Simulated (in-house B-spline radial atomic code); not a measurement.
Results of a calculation; reference values are marked as such.
Correlation energy from the adiabatic connection: −V exp(−r²/w²), V = 1.14, w = 10.2

Two electrons in a singlet, external potential −V exp(−r²/w²), V = 1.14, w = 10.2 (atomic units). Full CI in B-splines (partial waves to l = 8, correlation up to 0.6 % small) with the density held fixed gives W(λ) = <V_ee>_λ − U, and E_c is the integral of W(λ) − W(0) from 0 to 1.

```csv
λ,W(λ) − W(0) (hartree)
0,0.00000
0.02,-0.00200
0.05,-0.00486
0.12,-0.01094
0.25,-0.02037
0.4,-0.02893
0.6,-0.03764
0.8,-0.04423
1,-0.04939
```

Problem. Integrate the table by the trapezoid rule.

Solution. The strips give -0.00002, -0.00010, -0.00055, -0.00204, -0.00370, -0.00666, -0.00819, -0.00936, which sum to -0.03061 hartree. The direct value, W(1) − W(0) + T_c with T_c = 0.01863, is -0.03076; the curve is convex, so chords lie above it and the trapezoids fall short in size by 0.48 %.

Problem. Now use only three numbers: W(0) = -0.24844, the initial slope W'(0) = -0.1019 (extrapolated from the first points) and the strong-coupling limit of the point-charge-plus-continuum model, W∞ = -0.33909. What do second-order theory and the interpolation W(λ) = W∞ + (W(0) − W∞)/√(1 + 2χλ) of Seidl, Perdew and Levy give?

Solution. Second order keeps the slope alone: E_c = W'(0)/2 = -0.05095, +66 % in size against -0.03076. Matching the slope fixes χ = W'(0)/(W∞ − W(0)) = -0.1019/(-0.09065) = 1.12410. Integrating, with s = √(1 + 2χ) = 1.802278, E_c = −(W(0) − W∞)(s − 1)/(s + 1) = −0.09065 × 0.802278/2.802278 = -0.02595 hartree, -15.6 % in size against the full result. At λ = 1 the formula gives W − W(0) = -0.04035 against -0.04939. Part of the miss can come from the model's W∞.
